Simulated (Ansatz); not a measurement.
Isolated molecules relaxed with PBE0-D4/def2-TZVP in Ansatz; ΔE leaves out vibrations. CCSD(T)/CBS adds triple-zeta CCSD(T) − MP2 to the extrapolated MP2 energy (def2 sets, frozen cores). This one scheme is used for every species. DFT in def2-TZVPP. B3LYP here is the variant with VWN-RPA as its local correlation; programs differ in this. For Br outer-core shells are correlated without core-valence functions, which leaves a few kJ/mol of doubt a bond. Scalar relativity is left out up to krypton. One conformer a species, not always the lowest.

Reaction (ligand exchange at the Si–C bond): `CC[SiH2]Br` + `[NH2][AlH2]` → `[AlH2][NH][SiH2]Br` + ethane

`CC[SiH2]Br`:

```xyz
11

C     0.638   -1.328   -0.052
C    -0.048   -0.118   -0.681
Si   -0.485    1.183    0.582
Br   -1.481    2.912   -0.410
H     0.886   -2.078   -0.806
H    -0.002   -1.812    0.691
H     1.568   -1.048    0.449
H     0.593    0.345   -1.438
H    -0.967   -0.414   -1.197
H    -1.429    0.654    1.598
H     0.727    1.703    1.264
```

`[NH2][AlH2]`:

Z-matrix (Å, degrees):
```
N
Al 1 1.766
H 1 1.007 2 124.9
H 1 1.007 2 124.9 3 180.0
H 2 1.583 1 117.9 3 -180.0
H 2 1.583 1 117.9 3 0.0
```

`[AlH2][NH][SiH2]Br`:

Z-matrix (Å, degrees):
```
Si
N 1 1.708
Br 1 2.236 2 112.4
H 1 1.481 2 112.2 3 118.0
H 1 1.479 2 108.3 3 -117.9
Al 2 1.791 1 128.4 3 103.0
H 2 1.013 1 114.7 3 -71.8
H 6 1.578 2 117.3 1 3.6
H 6 1.581 2 117.2 1 -177.2
```

`CC`:

Z-matrix (Å, degrees):
```
C
C 1 1.519
H 1 1.093 2 111.4
H 1 1.093 2 111.4 3 120.0
H 1 1.093 2 111.4 3 -120.0
H 2 1.093 1 111.4 3 180.0
H 2 1.093 1 111.4 3 -60.0
H 2 1.093 1 111.4 3 60.0
```

| level | ΔE (kcal/mol) |
| --- | --- |
| B3LYP-D4 | -17.3 |
| PBE-QIDH | -17.0 |
| B3LYP | -17.1 |
| LC-ωPBE | -16.0 |
| HF/def2-SVP | -19.7 |
| CCSD(T)/def2-SVP | -17.5 |
| MP2/def2-TZVPP | -17.4 |
| SCS-MP2/def2-QZVPP | -17.7 |

Question: What does CCSD(T)/CBS give? (An estimate is asked.)

Answer: Ansatz gave: -16.9 kcal/mol. The listed levels differ from it by -0.4, -0.1, -0.2, 0.9, -2.8, -0.6, -0.5, -0.8 kcal/mol.

Largest T1 diagnostic among the species: 0.011.

In def2-TZVPP, CCSD(T) changes the Hartree–Fock value by +2.3 kcal/mol (the triples alone add +0.2 kcal/mol) and MP2 by +2.0 kcal/mol. From PBE to PBE0 (25 % exact exchange), in def2-TZVPP and without D4, ΔE moves by −0.7 kcal/mol. Leaving LDA and LC-ωPBE aside and taking each functional with its dispersion term where it has one, the values, not all of them listed here, spread over 3.2 kcal/mol, from BHLYP-D4 to PBE-D4.
